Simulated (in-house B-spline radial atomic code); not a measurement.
# Ionising I³⁺ with different functionals

Computed with a radial B-spline atomic code at the basis-set limit: scalar-relativistic (spin-free X2C) Hamiltonian, Fermi nucleus of rms radius 4.75 fm, spin-polarised at highest spin, spherical fractional occupations for the functionals, the average over the highest-spin determinants for Hartree-Fock. The ionisation energy is the difference of two self-consistent energies, [Kr] 4d10 5s2 5p2 → [Kr] 4d10 5s2 5p1, without Breit or QED terms; ε is the level of the shell that loses the electron (its least bound occupied spin orbital). There is no spin-orbit coupling in this Hamiltonian.

Hybrids are left out here: with spherical fractional occupations of an open shell their exact exchange keeps a self-interaction that integer-occupation calculations don't have.

```csv
method,rung,ΔSCF (eV),-ε(5p) (eV)
Hartree-Fock,Hartree-Fock,39.50,39.77
LDA VWN5,LDA,?,?
LDA PW92,LDA,40.38,35.31
LDA exchange-only,LDA,39.25,34.23
PBE,GGA,40.15,35.15
PBEsol,GGA,40.22,35.20
BLYP,GGA,40.00,34.92
RPBE,GGA,40.08,35.11
PW91,GGA,40.25,35.23
BP86,GGA,40.30,35.26
AM05,GGA,40.19,35.17
OLYP,GGA,40.10,35.12
TPSS,meta-GGA,40.16,35.21
SCAN,meta-GGA,?,?
r2SCAN,meta-GGA,40.42,35.53
revTPSS,meta-GGA,40.18,35.25
```

(1) What does LDA VWN5 give?

(2) What does SCAN give?

(3) How do they compare with the NIST value?

Results:

(1) ΔSCF 40.39 eV, and -ε(5p) = 35.32 eV.

(2) ΔSCF 40.44 eV, and -ε(5p) = 35.53 eV.

(3) NIST lists 40.36 eV ± 0.025 (measured, ground level to ground level). Errors run from -1.11 to +0.08 eV; LDA PW92 is closest (+0.03 eV), though others lie within the uncertainty of it, and part of that can be cancellation, since the calculations leave out spin-orbit coupling, Breit-QED terms, multiplet and fine-structure energies. Hartree-Fock also lacks correlation.
